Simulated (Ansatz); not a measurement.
Basis sets compared for the cluster Na₂Br₃. The state is a doublet with charge 0. Geometry PBE0-D4/def2-SVP. Ansatz on 4 threads of Intel Xeon Platinum 8488C on a shared host; times are rough, and most runs start from earlier orbitals.

Cartesian coordinates in Å:
```
Na 0.860 -0.961 -1.041
Na -0.791 0.394 1.402
Br 1.086 1.825 -0.276
Br 0.245 -2.072 1.315
Br -1.400 0.815 -1.401
```

In the doublet, Br3 and Br5 lie 2.91 Å apart (atoms count from 1), so these atoms are partly bonded to each other. The structure comes from a short search, and lower isomers may exist.

```
           level  functions  energy (Eh)  HOMO (eV)  LUMO (eV)  wall time
 PBE-D4/def2-SVP        126   -8044.8232      -5.63      -5.09      1.7 s
PBE0-D4/def2-SVP        126   -8045.1241      -6.88      -4.35        3 s
```

(1) Estimate the rows for PBE-D4/def2-TZVP (with forces), PBE0-D4/def2-TZVP.

Answers

(1) 
```tsv
level	functions	energy (Eh)	HOMO (eV)	LUMO (eV)	wall time
PBE-D4/def2-TZVP (with forces)	208	-8045.8761	-5.84	-5.24	4.3 s
PBE0-D4/def2-TZVP	208	-8046.1737	-7.05	-4.44	8.5 s
```
